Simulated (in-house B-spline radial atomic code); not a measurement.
RPA and G0W0 on r2SCAN: Mg5+

Configuration [He] 2s2 2p3, highest spin, mean-field start r2SCAN. Computed with an all-electron radial atomic-structure program (B-spline basis): all electrons, scalar-relativistic (spin-free one-electron X2C), finite nucleus, each spin shell either full or empty, empty states to l = 9 with an (l + 1/2)⁻⁴ tail; G0W0 by contour deformation at full frequency.

Command:
```bash
python run_gw.py task.json out
```
Settings (radii: box in bohr, nucleus in fm):
```
Z                        12
electrons                7
configuration            [He] 2s2 2p3
hamiltonian              x2c
method                   r2scan
lmax                     9
rms_radius               3.057
spin_polarised           True
box_radius               10.43
intervals                69
```

Cost of the run: 1.6 s on 1 thread of Arm Neoverse N1 (shared host).

Energies (hartree):

```tsv
term	value
mean-field total	-187.36225
Hartree-Fock functional on these orbitals	-187.17076
direct second order	-0.41754
second-order exchange	0.2005
SOSEX correction	0.18027
```

(1) What is the RPA correlation energy, and what remains with SOSEX?

Quasi-particle levels (eV):

```json
{"level": "2p up", "occupied": "yes", "mean field": "-170.94", "Σx - vxc": "-17.41", "Σc": "?", "QP weight": "?", "G0W0": "?"}
{"level": "2s down", "occupied": "yes", "mean field": "-188.44", "Σx - vxc": "-11.63", "Σc": "-2.72", "QP weight": "0.968", "G0W0": "-202.79"}
{"level": "1s down", "occupied": "yes", "mean field": "-1409.62", "Σx - vxc": "-66.88", "Σc": "16.86", "QP weight": "0.892", "G0W0": "-1459.65"}
{"level": "2p down", "occupied": "no", "mean field": "-154.80", "Σx - vxc": "17.75", "Σc": "-4.11", "QP weight": "0.974", "G0W0": "-141.16"}
```

G0W0 = mean field + (Σx - vxc) + Σc, with Σc (partial-wave tail included) taken at the quasi-particle energy. Levels of low weight are left out.

(2) Where does G0W0 put 2p up?

Answers

(1) RPA gives -0.3733 hartree (-1.45 eV per electron); RPA + SOSEX gives -0.19303, and the second-order doubles -0.21703 hartree (no singles). SOSEX takes back 48 % of the RPA value.

(2) At -186.69 eV, with Σc = 1.67 eV and a quasi-particle weight of 0.965. The tabulated removal energy is 186.76 ± 0.06 eV (NIST, semi-empirical); the calculation leaves out spin-orbit coupling, Breit and QED terms, and what these don't explain is the method's own error.
